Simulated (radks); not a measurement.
Values are calculated unless marked as measured or tabulated.
Be III, configuration [He]. Level of theory: non-relativistic Kohn-Sham, SCAN, spin-polarised, spherical densities, point nucleus; meta-GGA in the generalised Kohn-Sham scheme (a radial shooting solver on a logarithmic mesh with Libxc functionals).

Radial electron density D(r) = 4 pi r^2 rho(r):

r (bohr),D(r) (e/bohr)
0.02002,0.1485
0.02169,0.1720
0.0233,0.1961
0.02525,0.2265
0.02735,0.2614
0.02963,0.3013
0.03184,0.3419
0.03449,0.3928
0.03736,0.4505
0.04015,0.5089
0.04349,0.5815
0.04712,0.6631
0.05063,0.7447
0.05485,0.8451
0.05942,0.9565
0.06386,1.067
0.06917,1.200
0.07494,1.346
0.08053,1.487
0.08724,1.655
0.0945,1.834
0.1016,2.004
0.11,2.201
0.1192,2.404
0.1281,2.590
0.1387,2.798
0.1503,3.001
0.1628,3.197
0.175,3.362
0.1895,3.527
0.2053,3.667
0.2207,3.768
0.239,3.846
0.259,3.882
0.2783,3.877
0.3015,3.824
0.3266,3.722
0.3509,3.588
0.3802,3.395
0.4118,3.159
0.4426,2.916
0.4794,2.619
0.5194,2.305
0.5582,2.016
0.6046,1.699
0.655,1.395
0.7039,1.141
0.7625,0.8874
0.826,0.6683
0.8948,0.4861
0.9616,0.3536
1.042,0.2389
1.128,0.1546
1.213,0.1003
1.314,0.05920
1.423,0.03307
1.529,0.01863
1.657,0.009277

D(r) has 1 maximum, at r = 0.265 bohr.
